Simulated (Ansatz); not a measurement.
Ansatz (an electronic-structure program) input (PBE0/def2-SVP):

Ansatz 0.2 input:
```yaml
crystal:
  periodic: [false, false, false]
  atoms:
    - {symbol: Zn, position_ang: [-0.00000000, -0.00000000, -0.79086917]}
    - {symbol: Cl, position_ang: [0.00000000, 0.00000000, 1.39565148]}
basis:
  gaussian:
    orbitals: def2-SVP
hamiltonian:
  xc: {name: PBE0}
magnetization: {spin_polarized: true, initial_magnetization: 1}
```

End of the output:

```
integrals: 0.01 GiB planned
458 factors; integrals over basis functions are off by at most 1.1e-3 eV
mean field: 0.20 GiB planned
mean field evaluation 1: about -60919.6273 eV, gradient 1.6e1 eV
mean field evaluation 2: about -60918.5256 eV, gradient 2.4e1 eV
mean field evaluation 4: about -60920.9321 eV, gradient 3.6e-1 eV
mean field evaluation 8: about -60920.9865 eV, gradient 1.2e-2 eV
mean field evaluation 16: about -60920.9865 eV, gradient 1.3e-5 eV
mean field -60920.98647956 eV, -2238.8049593960 hartree, gradient 1.3e-5 eV, S^2 0.752335; 0 other end points of the search recorded, 0 dependent functions left out
reference -60920.98651293 eV, -2238.8049606224 hartree; 24, 23 occupied and 25, 26 virtual orbitals, 458 factors
Total energy: -60920.98651293 eV, -2238.8049606224 hartree
```

The spin state was set by rule; other spins were not relaxed.
